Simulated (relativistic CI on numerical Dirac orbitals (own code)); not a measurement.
**Cu3+ in a cubic cluster: 2p photoemission with charge transfer**

Computed with a charge-transfer multiplet model of a cubic metal-ligand cluster with up to 2 ligand holes, Slater and spin-orbit integrals from Dirac-Coulomb-Breit ions, Slater integrals scaled by 0.9. The ground state mixes d8 with configurations of k ligand holes L, whose averages lie at kΔ + k(k − 1)U_dd/2; a core hole lowers each added d electron by U_cd. 300 K, Lorentzian 0.6 eV and Gaussian 0.8 eV FWHM.

Atomic integrals in eV (Slater integrals scaled, ζ unscaled), ground: F2dd 12.450, F4dd 7.768, zeta_d 0.110; with the core hole: F2dd 13.965, F4dd 8.759, zeta_d 0.150, zeta_core 13.370, F2cd 8.509, G1cd 6.600, G3cd 3.757.

Cluster parameters (eV): U_dd = 6.4, U_cd = 7.7, 10Dq = 1.75, 10Dq(ligand) = 1.5, V(eg) = 1.3, V(t2g) = -0.6, final-state hopping factor = 1.

Weights, n_d and S are thermal averages at 300 K. Binding energies count from the first peak over 30 % of the highest in each spectrum, which can be another peak from case to case. The parameters are a model scan and need not match a compound or its usual spin state. Peaks in eV (height, largest 100): 0.0 (100), 4.2 (86), 9.6 (16), 11.1 (10), 20.6 (41), 22.4 (11), 24.8 (46), 27.3 (28).

Task: Which parameters give this spectrum?
A. Δ = 3.8 eV
B. Δ = 4.8 eV
C. Δ = 5.8 eV
D. Δ = 1.8 eV
E. Δ = 2.8 eV

Result: E. Δ = 2.8 eV; the ground state then has 8.12 d electrons and S = 1.00. The choice follows from running the model for each set and comparing peak positions and heights.
